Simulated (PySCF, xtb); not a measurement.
pyrimidine (C4H4N2), SMILES n1cnccc1.

Harmonic wavenumbers (cm⁻¹) from GFN2-xTB (xtb) at its own minimum, in rising order: 285, 356, 601, 641, 702, 769, 909, 933, 934, 1016, 1095, 1096, 1143, 1194, 1229, 1265, 1377, 1421, 1558, 1565, 3049, 3051, 3059, 3104.

### Question
What does PySCF 2.14.0 with PBE-D3(BJ)/def2-SVP give at its own minimum? (Estimate from the structure and the level; the computed values follow.)

### Answer
317, 389, 609, 676, 719, 800, 950, 962, 985, 989, 1054, 1058, 1135, 1203, 1281, 1337, 1401, 1444, 1575, 1582, 3075, 3077, 3084, 3137. Paired by order, the mean absolute difference is 30 cm⁻¹ and the zero-point energies are 46.2 and 46.9 kcal/mol.
